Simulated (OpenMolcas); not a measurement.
# Pr3+: CASPT2 settings compared

| Item | Value |
| --- | --- |
| Program | OpenMolcas 26.06 |
| Basis | ANO-RCC-VDZP [7s6p4d2f1g] |
| Scalar Hamiltonian | DKH2, point nucleus |
| Active space | 2 electrons in 7 orbitals (4f) |
| State averaging | 2S+1 = 3 even, 21 roots; 2S+1 = 1 even, 27 roots |
| Spin-orbit coupling | state interaction with AMFI integrals over the reference wave functions, term energies averaged over their components |

Methods on the same reference wave functions:
A. CASSCF
B. SS-CASPT2, IPEA 0.3 Eh, sigma1 regulariser 0.3 Eh (closed shells correlated: 5s 5p)
C. SS-CASPT2, IPEA 0.35 Eh, real shift 0.25 Eh (closed shells correlated: 5s 5p)
D. XMS-CASPT2, IPEA 0.1 Eh, sigma2 regulariser 0.2 Eh (closed shells correlated: 5s 5p)

Energies in cm⁻¹ above 4f² ³H₄, the measured ground level; measured values from Martin, Zalubas and Hagan, Atomic Energy Levels: The Rare-Earth Elements, NSRDS-NBS 60 (1978).

| Level | A | B | C | D | Measured |
| --- | --- | --- | --- | --- | --- |
| 4f² ³H₄ | 0.0 | 0.0 | 0.0 | 0.0 | 0.0 |
| 4f² ³H₅ | 2275 | 2300 | 2300 | 2300 | 2152 |
| 4f² ³H₆ | 4682 | 4700 | 4700 | 4700 | 4389 |
| 4f² ³F₂ | 6799 | 5530 | 5550 | 6000 | 4997 |
| 4f² ³F₃ | 8259 | 7020 | 7030 | 7490 | 6415 |
| 4f² ¹D₂ | 23509 | 20300 | 20400 | 20620 | 17334 |
| 4f² ¹I₆ | 28125 | 26120 | 26140 | 25920 | 22212 |
| 4f² ³P₀ | 29791 | 26240 | 26380 | 26280 | 21390 |
| 4f² ³P₁ | 30199 | 26640 | 26790 | 26690 | 22007 |
| 4f² ³P₂ | 31404 | 27870 | 28010 | 27930 | 23161 |

Deviations, from unrounded energies. A percentage is the sum of absolute deviations over the sum of measured energies, with the sign that they share, or ± where signs differ.

```
                        Against measurement  Levels      A      B      C      D
             mean absolute deviation (cm-1)       9   4600   2500   2600   2700
      fine structure of the ground term (%)       2   +6.4   +7.1   +7.1   +6.9
other terms of the ground configuration (%)       7  +34.5  +18.9  +19.4  +19.9
```

B, C lie about equally close to measurement and A furthest from it. The largest miss of B in the table is 4f² ³P₀, by +4800 cm-1. The ranking rests on the paired levels alone, and a cruder setting can come out closer through cancelling errors.

Among B to D the level of the table that moves most is 4f² ³F₃, by 470 cm-1 (lowest in B, highest in D). Moves below CASPT2's spread within the term are not significant.

The mean deviations of B to D differ by less than CASPT2's widest spread within a term (940 cm-1), so their order carries little weight.

From A to B the spin-free energies of the other terms of 4f² shown, above ³H, scale by factors of 0.79 to 0.92, as is usual when dynamic correlation screens the repulsion within a d or f shell.

The lowest spin-free term lies below A's lowest term by 0.200 hartree in B, 0.198 hartree in C, 0.206 hartree in D.

Term energies are means over components that CASPT2 splits; among the terms shown or strongly mixed into the levels shown the widest spread is 940 cm-1 (4f² ¹I, B). The basis is small and was not contracted for so high a charge. Without dynamic correlation excited terms often stand tens of per cent too high (terms of higher spin than the ground term too low), and those without a measured partner can miss by more than the paired ones (holds for A). Some levels mix across a computed gap that differs much from the measured one, so their mixing is not that of the real levels (holds for A; C). Some terms miss by over 15 % even with CASPT2, which points to a basis or an active space too small for the shells correlated (holds for B; C; D). Computed and measured levels are paired by configuration, term and J; levels that our copy of the source lacks, or whose pairing is in doubt (as where it misses far off the trend of its configuration), stay unpaired and out of the deviations. Only configurations of the active space appear. Levels that lie high or do not pair safely by name in every column are left out.
